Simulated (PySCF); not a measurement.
C6H13Br, SMILES CC(C)(C)CCBr, GFN2-xTB optimised geometry.

```
20

C     -0.64    -1.80    -1.28
C     -0.14    -1.12     0.00
C     -0.66    -1.90     1.21
C      1.39    -1.12     0.00
C     -0.69     0.32     0.00
C     -0.30     1.15     1.21
Br    -1.06     2.95     1.08
H     -1.73    -1.82    -1.31
H     -0.28    -2.82    -1.33
H     -0.29    -1.27    -2.16
H     -0.24    -1.52     2.14
H     -0.37    -2.95     1.13
H     -1.74    -1.85     1.27
H      1.77    -0.51    -0.82
H      1.78    -0.74     0.94
H      1.76    -2.13    -0.13
H     -1.78     0.28    -0.05
H     -0.34     0.83    -0.90
H     -0.69     0.73     2.14
H      0.78     1.29     1.28
```

Density from PySCF with PBE/def2-SVP at that geometry.

Minimum of the electron density along straight lines between bonded atoms, close to the bond critical point (lines longer than 1.1 times the sum of covalent radii, or with two minima, are not listed):

| bond | length / Å | ρ at the minimum / e bohr⁻³ | ∇²ρ there / e bohr⁻⁵ | position (fraction from the first atom) |
|---|---|---|---|---|
| C1–C2 | 1.532 | 0.240 | -0.52 | 0.50 |
| C2–C3 | 1.531 | 0.241 | -0.52 | 0.50 |
| C2–C4 | 1.531 | 0.241 | -0.52 | 0.50 |
| C2–C5 | 1.542 | 0.236 | -0.50 | 0.50 |
| C5–C6 | 1.517 | 0.246 | -0.54 | 0.48 |
| C6–Br7 | 1.960 | 0.142 | -0.13 | 0.44 |
| C1–H8 | 1.088 | 0.274 | -0.99 | 0.63 |
| C1–H9 | 1.087 | 0.274 | -0.98 | 0.63 |
| C1–H10 | 1.088 | 0.274 | -0.99 | 0.63 |
| C3–H11 | 1.087 | 0.274 | -0.98 | 0.63 |
| C3–H12 | 1.088 | 0.274 | -0.99 | 0.63 |
| C3–H13 | 1.088 | 0.274 | -0.98 | 0.63 |
| C4–H14 | 1.088 | 0.274 | -0.98 | 0.63 |
| C4–H15 | 1.087 | 0.274 | -0.98 | 0.62 |
| C4–H16 | 1.088 | 0.274 | -0.99 | 0.63 |
| C5–H17 | 1.093 | 0.274 | -0.98 | 0.63 |
| C5–H18 | 1.093 | 0.274 | -0.98 | 0.63 |
| C6–H19 | 1.088 | 0.281 | -1.06 | 0.64 |
| C6–H20 | 1.088 | 0.281 | -1.06 | 0.64 |
